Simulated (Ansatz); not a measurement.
[Te4]2- (Te4²⁻). Total charge -2; singlet. Geometry B3LYP-D4/def2-SVPD; atoms count from 1.

Cartesian coordinates in Å:
```
Te -1.610 1.500 -2.532
Te -1.324 0.921 0.185
Te 0.153 -1.429 0.755
Te 2.781 -0.992 1.593
```

In the def2 sets Te takes a core potential; there is no spin–orbit coupling. A multiply charged anion in the gas phase is held together partly by the finite basis. The highest occupied level of the charge -2 singlet lies above zero (up to 1.92 eV). The electron is either unbound and held by the finite basis, or the level is raised by self-interaction error.

(1) Estimate the Mulliken populations from the PBE0/def2-TZVPD orbitals of Ansatz.

(2) And the Mayer bond orders between bonded heavy atoms (over 0.3)?

## Answers

(1) 
```
atom  charge (e)
 Te1       -0.80
 Te2       -0.20
 Te3       -0.20
 Te4       -0.80
```
Mulliken values and Mayer orders depend strongly on the basis. With diffuse functions, as here, like atoms can get unlike values, and bond orders can come out too low or too high.

(2) Te1–Te2 1.01 (2.79 Å); Te2–Te3 0.92 (2.83 Å); Te3–Te4 1.01 (2.79 Å).
